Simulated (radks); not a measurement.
Q: These are the eigenvalues of the occupied orbitals of an atom or ion with whole-number occupations (eV). All-electron calculation, Dirac Kohn-Sham, PBE, spin-unpolarised, spherical densities, finite nucleus; Fermi nuclear charge, rms radius of each element as measured or else 0.836 A^(1/3) + 0.57 fm. Program: a radial shooting solver on a logarithmic mesh with Libxc functionals.

1s1/2: -67280.40
2s1/2: -11573.48
2p1/2: -11064.00
2p3/2: -9793.806
3s1/2: -2670.584
3p1/2: -2443.650
3p3/2: -2170.196
3d3/2: -1786.275
3d5/2: -1726.708
4s1/2: -564.6360
4p1/2: -470.9917
4p3/2: -408.0575
4d3/2: -254.0081
4d5/2: -242.4447
5s1/2: -97.3348
5p1/2: -69.8576
5p3/2: -60.7618
4f5/2: -50.9569
4f7/2: -48.9631
5d3/2: -25.1941
5d5/2: -24.3336
6d3/2: -8.6911
6d5/2: -8.5718

Which element is it, and in what charge state? The configuration may be excited. Open shells, if any, are shared by 2j + 1.

A: Z = 73, tantalum, charge +2: Ta2+ in [Kr] 4d10 4f14 5s2 5p5 5d3 6d1. The list shows which subshells hold electrons but not how many an open one holds; the 1s level, -2472.5 hartree, gives Z - s = 70.3 by -(Z - s)^2/2, which with screening and relativity narrows Z to a few neighbours, and the depths of the outer levels then fix element, charge and occupations together.
